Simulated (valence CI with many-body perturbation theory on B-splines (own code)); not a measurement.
**Hf LXVI: calculated level list**

Level of theory: configuration interaction combined with many-body perturbation theory (CI+MBPT): five valence electrons over a frozen Dirac-Fock core [He], radial functions for each j: 11 s, 11 p, 10 d, 8 f, 5 g, 2 h, with the one-electron correlation potential Σ1 (screened to all orders), the two-electron term Σ2, the three-electron term Σ3, Breit, model QED; selected single and double excitations, second order for the rest, scaled by the run's own slope (own B-spline code, finite nucleus).

No measured spectrum was set against this ion. As an estimate, large intervals hold to a few tenths of a per cent, small ones and those within an open d or f shell to about a per cent. Among the levels kept, up to 7400 cm⁻¹ of a level comes from second order outside the variational space, and about a tenth of that is noise between levels of different J, which matters for small intervals.

Levels 46 to 90 of 202, with energies above the lowest level, (2s^2 2p1/2^2 2p3/2) J=3/2. "Leading %" is the weight of the configuration and term that name the level; weights of strongly mixed levels are sums over their largest components and can fall short. In the jj column 3d3/2^4 stands for four electrons in 3d with j = 3/2.

```tsv
No.	Configuration	Term	J	E (× 10³ cm⁻¹)	Leading %	Second component	Leading jj
46	2s2 2p2 3d	4D	1/2	81791	79	15 % 2s2 2p2 3d 2P	2s^2 2p1/2 2p3/2 3d3/2 (100 %)
47	2s2 2p2 3d	2G	7/2	81886	54	25 % 2s2 2p2 3d 2F	2s^2 2p1/2 2p3/2 3d3/2 (99 %)
48	2s2 2p2 3d	2D	5/2	82010	36	32 % 2s2 2p2 3d 2F	2s^2 2p1/2 2p3/2 3d3/2 (98 %)
49	2s2 2p2 3d	2D	3/2	82056	46	17 % 2s2 2p2 3d 2P	2s^2 2p1/2 2p3/2 3d3/2 (98 %)
50	2s2 2p2 3d	2P	1/2	82133	38	32 % 2s2 2p2 3d 4P	2s^2 2p1/2 2p3/2 3d3/2 (99 %)
51	2s2 2p2 3d	4D	7/2	82462	46	38 % 2s2 2p2 3d 4F	2s^2 2p1/2 2p3/2 3d5/2 (99 %)
52	2s2 2p2 3d	2P	3/2	82612	40	26 % 2s2 2p2 3d 4P	2s^2 2p1/2 2p3/2 3d5/2 (98 %)
53	2s2 2p2 3d	2G	9/2	82624	65	35 % 2s2 2p2 3d 4F	2s^2 2p1/2 2p3/2 3d5/2 (100 %)
54	2s2 2p2 3d	2F	5/2	82631	44	20 % 2s2 2p2 3d 4P	2s^2 2p1/2 2p3/2 3d5/2 (99 %)
55	2s2 2p2 3d	2D	5/2	82762	59	26 % 2s2 2p2 3d 4P	2s^2 2p1/2 2p3/2 3d5/2 (98 %)
56	2s2 2p2 3d	2F	7/2	82827	70	12 % 2s2 2p2 3d 4F	2s^2 2p1/2 2p3/2 3d5/2 (98 %)
57	2s2 2p2 3d	2D	3/2	82878	57	29 % 2s2 2p2 3d 2P	2s^2 2p1/2 2p3/2 3d5/2 (99 %)
58	2s2 2p2 3d	2P	1/2	82918	57	37 % 2s2 2p2 3d 2S	2s^2 2p1/2 2p3/2 3d5/2 (99 %)
59	2s 2p3 3p	4D	7/2	83306	49	26 % 2s 2p3 3p 6P	2s 2p1/2^2 2p3/2 3p3/2 (98 %)
60	2s 2p3 3p	2P	3/2	83382	31	29 % 2s 2p3 3p 4P	2s 2p1/2^2 2p3/2 3p3/2 (99 %)
61	2s 2p3 3p	4P	5/2	83524	38	21 % 2s 2p3 3p 2D	2s 2p1/2^2 2p3/2 3p3/2 (99 %)
62	2s 2p3 3p	2P	1/2	83559	40	24 % 2s 2p3 3p 4P	2s 2p1/2^2 2p3/2 3p3/2 (99 %)
63	2s 2p3 3p	2D	5/2	84049	33	20 % 2s 2p3 3p 4P	2s 2p1/2^2 2p3/2 3p3/2 (99 %)
64	2s 2p3 3d	4D°	5/2	84093	30	18 % 2s 2p3 3d 6D°	2s 2p1/2^2 2p3/2 3d3/2 (99 %)
65	2s 2p3 3d	4D°	3/2	84135	29	23 % 2s 2p3 3d 6D°	2s 2p1/2^2 2p3/2 3d3/2 (99 %)
66	2s 2p3 3d	2F°	7/2	84161	24	23 % 2s 2p3 3d 4F°	2s 2p1/2^2 2p3/2 3d3/2 (97 %)
67	2s 2p3 3d	4P°	1/2	84169	46	26 % 2s 2p3 3d 6D°	2s 2p1/2^2 2p3/2 3d3/2 (99 %)
68	2s 2p3 3p	2P	3/2	84187	36	13 % 2s 2p3 3p 4D	2s 2p1/2^2 2p3/2 3p3/2 (99 %)
69	2s 2p3 3p	4P	1/2	84225	39	26 % 2s 2p3 3p 2P	2s 2p1/2^2 2p3/2 3p3/2 (99 %)
70	2s 2p3 3d	2D°	3/2	84762	34	17 % 2s 2p3 3d 4F°	2s 2p1/2^2 2p3/2 3d3/2 (86 %)
71	2s 2p3 3d	4F°	9/2	84802	51	27 % 2s 2p3 3d 6D°	2s 2p1/2^2 2p3/2 3d5/2 (100 %)
72	2s 2p3 3d	2F°	5/2	84825	37	21 % 2s 2p3 3d 4G°	2s 2p1/2^2 2p3/2 3d3/2 (99 %)
73	2s 2p3 3d	4D°	1/2	84894	48	29 % 2s 2p3 3d 2P°	2s 2p1/2^2 2p3/2 3d3/2 (97 %)
74	2s 2p3 3d	4D°	5/2	84999	31	18 % 2s 2p3 3d 2D°	2s 2p1/2^2 2p3/2 3d5/2 (99 %)
75	2s 2p3 3d	4D°	7/2	85053	41	22 % 2s 2p3 3d 2F°	2s 2p1/2^2 2p3/2 3d5/2 (97 %)
76	2s 2p3 3d	2D°	3/2	85151	36	21 % 2s 2p3 3d 2P°	2s 2p1/2^2 2p3/2 3d5/2 (86 %)
77	2s 2p3 3d	2P°	1/2	85261	54	25 % 2s 2p3 3d 4D°	2s 2p1/2^2 2p3/2 3d5/2 (97 %)
78	2s 2p3 3d	2F°	7/2	85599	35	21 % 2s 2p3 3d 4D°	2s 2p1/2^2 2p3/2 3d5/2 (100 %)
79	2s 2p3 3d	2D°	5/2	85722	39	10 % 2s 2p3 3d 2F°	2s 2p1/2^2 2p3/2 3d5/2 (99 %)
80	2s 2p3 3d	2P°	3/2	85736	32	15 % 2s 2p3 3d 2D°	2s 2p1/2^2 2p3/2 3d5/2 (100 %)
81	2s2 2p2 3s	4P	5/2	87494	64	35 % 2s2 2p2 3s 2D	2s^2 2p3/2^2 3s (99 %)
82	2s2 2p2 3s	2P	3/2	87577	54	34 % 2s2 2p2 3s 2D	2s^2 2p3/2^2 3s (99 %)
83	2s2 2p2 3s	2S	1/2	88015	67	21 % 2s2 2p2 3s 4P	2s^2 2p3/2^2 3s (99 %)
84	2s2 2p2 3p	4P°	3/2	88444	27	19 % 2s2 2p2 3p 4S°	2s^2 2p3/2^2 3p1/2 (98 %)
85	2s2 2p2 3p	2D°	5/2	88464	38	25 % 2s2 2p2 3p 2F°	2s^2 2p3/2^2 3p1/2 (98 %)
86	2s2 2p2 3p	2P°	1/2	88942	74	17 % 2s2 2p2 3p 4D°	2s^2 2p3/2^2 3p1/2 (98 %)
87	2s 2p3 3s	6S°	5/2	89306	50	40 % 2s 2p3 3s 4D°	2s 2p1/2 2p3/2^2 3s (99 %)
88	2s 2p3 3s	4S°	3/2	89536	48	30 % 2s 2p3 3s 4D°	2s 2p1/2 2p3/2^2 3s (99 %)
89	2s 2p3 3s	4D°	7/2	89648	99		2s 2p1/2 2p3/2^2 3s (99 %)
90	2s 2p3 3s	2D°	5/2	89865	76	22 % 2s 2p3 3s 4D°	2s 2p1/2 2p3/2^2 3s (99 %)
```
